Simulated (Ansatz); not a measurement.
Total energies of H6N3OTa, SMILES `[NH]=[Ta]([NH2])([NH2])[OH]`.

```xyz
11

N    -1.305   -1.306   -0.041
Ta   -0.017   -0.105   -0.210
N     1.373   -0.598    1.131
N    -0.856    1.660    0.178
O     0.801   -0.031   -1.947
H    -2.020   -2.014   -0.047
H     1.292   -1.341    1.806
H     2.242   -0.102    1.265
H    -0.371    2.545    0.148
H    -1.807    1.798    0.482
H     0.669   -0.505   -2.765
```

Charge 0, multiplicity 1. Correlated methods include outer-core shells of Ta, which these sets cover unevenly. Ta: def2 effective core potential. All single points use the PBE0-D4/def2-TZVP geometry. It is one conformer, not always the lowest. Basis def2-TZVPP, Ansatz 0.2.0.

RPA on PBE orbitals: Hartree–Fock energy of these orbitals -298.29336 Eh, correlation -1.95747 Eh (frozen core).

```tsv
functional	energy without D4 (Eh)	D4 term (kJ/mol)
PBE	-300.15893	-22.5
BLYP	-300.32766	-47.2
r2SCAN	-300.30587	-5.7
B97M-V	-300.35016	–
PBE0	-300.11195	-19.3
r2SCAN0	-300.20847	-6.7
HSE06 (plane-wave form)	-300.09918	-18.1
CAM-B3LYP	-300.25652	-19.8
LC-ωPBE	-300.26709	–
ωB97M-V	-300.22237	–
```

(1) Give the same for LDA (SPW92), revPBE, B3LYP, r2SCANh, BHLYP, ωB97X-V, B2PLYP, PBE-QIDH. (Best estimate.)

B3LYP takes the VWN-RPA correlation (the form of Gaussian; ORCA's B3LYP/G). HSE06 is the plane-wave form, built on full-range PBE exchange. The double hybrids freeze the cores in their second-order part.

## Answers

(1) The calculation gave: 
```csv
functional,energy without D4 (Eh),D4 term (kJ/mol)
LDA (SPW92),-298.39902,–
revPBE,-300.38935,-57.9
B3LYP,-300.42599,-36.0
r2SCANh,-300.26621,-6.1
BHLYP,-300.13263,-30.0
ωB97X-V,-300.28433,–
B2PLYP,-300.11772,–
PBE-QIDH,-299.99188,–
```

LC-ωPBE has ω = 0.4 bohr⁻¹.
